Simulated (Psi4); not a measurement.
Torsional profile of H₆ClNSi₂, SMILES N[SiH2][SiH2]Cl. Scanned: dihedral H5–N1–Si2–Si3; all other coordinates were relaxed at B3LYP-D3(BJ)/def2-SVP.

Geometry of the scan point at 0° (Å):
```
10

N     -1.9150     0.0903     0.4398
Si    -0.4981    -0.6850    -0.1804
Si    -1.1478    -2.5522    -1.4442
Cl     0.6181    -3.3852    -2.1978
H     -2.8565    -0.2371     0.2650
H     -1.8961     0.9188     1.0237
H      0.4294    -1.1649     0.8917
H      0.3168     0.1985    -1.0720
H     -2.0282    -2.1956    -2.5942
H     -1.8477    -3.5896    -0.6326
```

Level of theory: DF-MP2 (frozen core)/cc-pVTZ // B3LYP-D3(BJ)/def2-SVP run with Psi4.

Scanned values (°): -150, -120, -90, -60, -30, 0, 30, 60, 90, 120, 150, 180.

Task: Locate the minima and the barriers on this grid.

Result: Lower than their neighbours: -150° (0.2 mEh), -60° (0.0 mEh), 60° (0.0 mEh), 150° (0.2 mEh). Higher than their neighbours: -120° (1.0 mEh), 0° (1.8 mEh), 120° (1.0 mEh), 180° (0.3 mEh). The whole profile spans 1.8 mEh.
